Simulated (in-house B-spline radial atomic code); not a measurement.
Results of a calculation; reference values are marked as such.
**C6 from the polarisability at imaginary frequency: Mg²⁺**

BP86 linear response of the closed shell [He] 2s2 2p6, from a B-spline radial code for spherical atoms; scalar-relativistic (spin-free one-electron X2C), finite nucleus, no spin-orbit coupling.

The dispersion coefficient of two like species is C6 = (3/π) ∫ α(iu)² du from 0 to ∞.

```
u (hartree)  α(iu) (bohr³)
          0         0.5112
      0.156         0.5096
      0.364         0.5025
      0.624         0.4869
       1.04         0.4506
       1.56         0.3967
       2.34         0.3189
       3.64          0.221
        5.2         0.1487
       7.79        0.08629
         13        0.03863
         26        0.01145
```

**Question.** Fit one oscillator, α(iu) = α(0)/(1 + u²/ω²), through u = 3.64 and estimate C6.

**Answer.** From α(0)/α(iu) − 1 = 0.5112/0.221 − 1 = 1.3131, ω = u/√1.3131 = 3.1765 hartree (86.4 eV). London's formula gives C6 = (3/4) α(0)² ω = 0.75 × 0.5112² × 3.1765 = 0.6226 hartree·bohr⁶, and the oscillator holds f = α(0) ω² = 5.16 electrons, of a sum of oscillator strengths of 10.0.

**Question.** How does that compare with the full integral?

**Answer.** The program's quadrature over all excitations gives C6 = 0.6195, so the single oscillator is off by +0.5 %. At the last point the fit gives α = 0.00752 against 0.0114: higher excitations, and deeper shells where there are any, keep the true curve higher at large u.
